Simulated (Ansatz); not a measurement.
CH₇ClOSi₂ (`CO[SiH2][SiH2]Cl`) from Hartree–Fock to CCSD(T)

Cartesian coordinates in Å:
```
C 2.290 0.468 -0.104
O 1.072 -0.211 0.107
Si -0.393 0.477 -0.187
Si -2.009 -1.126 0.352
Cl -3.846 -0.250 -0.011
H 2.359 1.367 0.519
H 2.408 0.759 -1.154
H 3.107 -0.204 0.164
H -0.521 0.880 -1.618
H -0.587 1.705 0.639
H -1.911 -2.344 -0.490
H -1.969 -1.521 1.783
```

The species carries charge 0 and has multiplicity 1. The structure was optimised at the PBE0-D4/def2-TZVP level. It is one conformer, not always the lowest. Frozen core, restricted reference, Ansatz. CBS rows extrapolate triple and quadruple zeta; past MP2 they add the triple-zeta difference.

```tsv
basis	HF (Eh)	MP2 corr.
def2-SVP	-1153.82638	-0.65113
def2-TZVPP	-1154.33661	-0.84334
def2-QZVPP	-1154.37338	-0.91261
```

**Question.** Estimate the CCSD correlation energy and the (T) correction in each basis where they were run (hartree).

**Answer.** 
```tsv
basis	CCSD corr.	(T)
def2-SVP	-0.71866	-0.01722
def2-TZVPP	-0.90865	-0.03402
CBS(def2)	-1.02924	as TZ
```
